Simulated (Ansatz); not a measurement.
Process, species as SMILES: [Ge][Cl] (Cl-Ge) → Cl atom + Ge atom
B3LYP-D3(BJ)/def2-TZVP geometries, fixed; electronic energies without zero-point terms.

Energies in hartree at PBE0 with Ansatz (a first-principles code); the atomisation energy is their sum with the coefficients shown, times 627.509 kcal/mol a hartree. All functions are spherical. The program fits the integrals of some runs and decomposes those of others, by size. Open shells are unrestricted. No added dispersion term, no relativity.

| species | coefficient | part | aug-cc-pV(D+d)Z | aug-cc-pV(T+d)Z | aug-cc-pV(Q+d)Z |
|---|---|---|---|---|---|
| [Cl][Ge] (Cl-Ge) | -1 | PBE0 | -2536.77041 | -2536.85223 | -2536.85842 |
| Cl atom | +1 | PBE0 | -459.99255 | -460.00581 | -460.00903 |
| Ge atom | +1 | PBE0 | -2076.62848 | -2076.69497 | -2076.69754 |

Problem. Predict the atomisation energy in aug-cc-pV(5+d)Z (X = 5): let each PBE0 step shrink by the ratio of the last two. Compare with the run.

Solution. 
- [Cl][Ge] (Cl-Ge): steps -0.08182 and -0.00619, ratio 0.076, so PBE0 -2536.85889 (run: -2536.86330).
- Cl atom: steps -0.01326 and -0.00322, ratio 0.243, so PBE0 -460.00981 (run: -460.01088).
- Ge atom: steps -0.06649 and -0.00257, ratio 0.039, so PBE0 -2076.69764 (run: -2076.70062).
Predicted 95.03 kcal/mol; the run in aug-cc-pV(5+d)Z gives 95.26, a miss of -0.23. Keeping the value in aug-cc-pV(Q+d)Z, 95.29, would miss by 0.03. All sums are of the energies as printed.
